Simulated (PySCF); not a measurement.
**Tc: excitation energy**

Tc [Kr] 4d5 5s2 (6S) → Tc [Kr] 4d5 5s1 6s1 (8S), as a difference of total energies. Computed with PySCF 2.14 in x2c-TZVPPall with one added diffuse shell each of s, p, d, f type (9s7p7d3f1g, 95 functions), with the spin-free X2C one-electron Hamiltonian (Gaussian nucleus). Correlated levels: valence: [Kr] frozen. The calculations carry no spin-orbit coupling.

```tsv
method	excitation energy (eV)
UHF	3.294
MP2 (valence)	4.344
SCS-MP2 (valence)	4.670
CCSD (valence)	4.425
CCSD(T) (valence)	4.517
```

Q: How much does correlation contribute at CCSD(T) (valence)?

A: 4.517 − (3.294) = 1.223 eV, measured against UHF.

The promoted electron is Rydberg-like, and one or two diffuse shells describe it only roughly, which tends to raise the upper state.
